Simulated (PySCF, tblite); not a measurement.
Isomers of C6H10ClFO, one GFN2-xTB conformer each. Single-point energies are computed at PBE0/pcSseg-1 (PySCF, gas phase, no added dispersion term), electronic only.

**Question.** Rank them by PBE0/pcSseg-1 energy, lowest first (kcal/mol).
A. `[CH2:1]=[C:2]([CH2:3][O:4][CH3:5])[CH2:6][C@H:7]([F:8])[Cl:9]` with C1–C2–C3–O4 -125°, C2–C3–O4–C5 179°, C1–C2–C6–C7 92°, C2–C6–C7–F8 -68°
B. `[CH3:1][CH:2]([CH3:3])[C@@:4]([CH3:5])([F:6])[C:7](=[O:8])[Cl:9]` with C1–C2–C4–C5 177°, C2–C4–C7–O8 72°
C. `[CH3:1][CH2:2][C@@:3]([CH3:4])([CH2:5][F:6])[C:7](=[O:8])[Cl:9]` with C1–C2–C3–C4 177°, C2–C3–C5–F6 -55°, C2–C3–C7–O8 -122°

**Answer.** B (0.0), C (1.5), A (34.2).

As drawn, the lowest has a C=O bond, which the highest lacks; the highest has a C=C bond outside aromatic rings, which the lowest lacks. Neighbours under 2.5 kcal/mol apart (CC(C)[C@@](C)(F)C(=O)Cl and CC[C@@](C)(CF)C(=O)Cl) can change places with a better method, another conformer or zero-point energy. GFN2-xTB itself gives, in the same order: 1.1, 0.0, 28.8. GFN2-xTB puts CC[C@@](C)(CF)C(=O)Cl lowest instead; measured from each level's own lowest isomer, the values differ by up to 5.4 kcal/mol (C=C(COC)C[C@H](F)Cl: 28.8 against 34.2).

**Question.** Which frontier levels, dipoles and rotational constants go with these structures?

**Answer.** 
| SMILES | HOMO (eV, PBE0/pcSseg-1) | LUMO (eV) | dipole (D) | A, B, C (MHz) |
| --- | --- | --- | --- | --- |
| CC(C)[C@@](C)(F)C(=O)Cl | -8.44 | -1.31 | 2.57 | 1780, 1094, 1074 |
| CC[C@@](C)(CF)C(=O)Cl | -8.56 | -1.18 | 1.58 | 1935, 971.9, 905.3 |
| C=C(COC)C[C@H](F)Cl | -7.70 | -0.30 | 3.89 | 1785, 815.9, 640.1 |

**Question.** What happens when harmonic zero-point energies from GFN2-xTB frequencies are added?

**Answer.** 
| SMILES | ZPE (kcal/mol) | electronic (kcal/mol) | with ZPE (kcal/mol) |
| --- | --- | --- | --- |
| CC(C)[C@@](C)(F)C(=O)Cl | 94.1 | 0.0 | 0.0 |
| CC[C@@](C)(CF)C(=O)Cl | 94.4 | 1.5 | 1.8 |
| C=C(COC)C[C@H](F)Cl | 93.1 | 34.2 | 33.1 |

The zero-point energies span 1.3 kcal/mol. The order is unchanged.
